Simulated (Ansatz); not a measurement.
Input and output for `[F][Ti]1234([F])([Cl])[C@H]5[C@@H]1[C@@H]2[C@@H]3[C@H]54`.

```yaml
crystal:
  periodic: [false, false, false]
  atoms:
    - {symbol: F, position_ang: [-2.160702, -1.209804, 0.569754]}
    - {symbol: Ti, position_ang: [-1.203706, 0.214414, 0.300233]}
    - {symbol: F, position_ang: [-1.392737, 1.168927, 1.907723]}
    - {symbol: Cl, position_ang: [-2.306037, 1.406866, -1.177645]}
    - {symbol: C, position_ang: [0.469444, -0.279986, -1.324449]}
    - {symbol: C, position_ang: [0.834231, 0.919270, -0.702525]}
    - {symbol: C, position_ang: [1.084869, 0.633186, 0.592660]}
    - {symbol: C, position_ang: [0.874474, -0.750558, 0.898713]}
    - {symbol: C, position_ang: [0.459730, -1.271095, -0.344474]}
    - {symbol: H, position_ang: [0.131401, -0.361352, -2.374215]}
    - {symbol: H, position_ang: [0.881249, 1.906665, -1.125514]}
    - {symbol: H, position_ang: [1.393947, 1.377767, 1.437958]}
    - {symbol: H, position_ang: [0.994698, -1.240705, 1.766556]}
    - {symbol: H, position_ang: [0.176812, -2.336165, -0.537662]}
basis:
  gaussian: {orbitals: def2-SVP}
hamiltonian: {xc: {name: wB97}}
accuracy: high
```

```sh
$ ansatz run in.yaml --threads 2 --pin off --events-out ev --progress --plain --max-ram 22528MiB --backend cpu
```

Shortened log:

```
Functional definition: wB97
4114 factors; integrals over basis functions are off by at most 1.0e-8 eV
834 factors; integrals over basis functions are off by at most 2.7e-9 eV
mean field evaluation 1: about -46315.7829 eV, gradient 6.8e1 eV
mean field evaluation 2: about -46194.1500 eV, gradient 3.1e2 eV
mean field evaluation 4: about -46326.9209 eV, gradient 1.1e1 eV
mean field evaluation 8: about -46327.1443 eV, gradient 1.1e0 eV
mean field evaluation 16: about -46327.1471 eV, gradient 1.1e-3 eV
mean field evaluation 32: about -46327.1471 eV, gradient 5.4e-8 eV
mean field -46327.14706652 eV, -1702.4912530266 hartree, gradient 5.4e-8 eV, S^2 0.000000; 0 other end points of the search recorded, 0 dependent functions left out
reference -46327.14706417 eV, -1702.4912529401 hartree; 46, 46 occupied and 126, 126 virtual orbitals, 4114 factors
Total energy: -46327.14706417 eV, -1702.4912529401 hartree
```

It took 52 s on 2 threads of an AMD EPYC 7R13 on a shared host, with 1.7 GiB of host memory at the peak.
